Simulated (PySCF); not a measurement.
# A search over the determinants of GeB

Unrestricted PBE0; PySCF, no relativity, basis sets Ge def2-TZVPP, B def2-TZVPP. Outer shells of the fragments: Ge 3d10 4s2 4p2; B 2s2 2p1.

Followed along the bond (rough minima from three points):

```csv
2Ms+1,unpaired,⟨S²⟩ at the start,R at minimum (Å),Te (eV)
4,"σ ↑, π ↑↑",3.75,1.98,0.00
2,"σ ↓, π ↑↑",1.77,1.99,0.33
2,"σ ↑, π ↑↓",1.76,1.99,0.37
2,σ ↑,0.78,2.01,1.08
2,π ↑,0.77,none in the scan,≤ 1.13
```

Solutions found at the starting distance of 1.975 Å, counted from the lowest of them; the search is not exhaustive and high or unbound solutions are not listed, so other states can lie among these:

| 2Ms+1 | unpaired | term | E (eV) | ⟨S²⟩ | ⟨Lz²⟩ | μ (D) |
| --- | --- | --- | --- | --- | --- | --- |
| 4 | σ ↑, π ↑↑ | ⁴Σ⁻ | 0.00 | 3.75 | 0.00 | -0.78 |
| 2 | σ ↓, π ↑↑ | mixed | 0.33 | 1.77 | 0.00 | -0.82 |
| 2 | σ ↑, π ↑↓ | mixed | 0.37 | 1.76 | 2.02 | -0.82 |
| 2 | σ ↑ | mixed | 1.09 | 0.78 | 2.00 | -0.78 |
| 2 | π ↑ | ²Π | 1.17 | 0.77 | 1.01 | -0.68 |
| 2 | π ↑ | ²Π | 1.77 | 0.75 | 1.00 | -2.65 |
| 4 | π ↑↑↑ | ⁴Π | 2.93 | 3.84 | 1.01 | -0.07 |
| 4 | σ ↑, π ↑↑ | mixed | 3.03 | 3.76 | 2.01 | -0.53 |

A term symbol is given only where ⟨S²⟩ and ⟨Lz²⟩ are close to those of a pure state; real π, δ and φ orbitals otherwise mix terms. A positive dipole means Ge(−)B(+).

Spin–orbit coupling is left out.
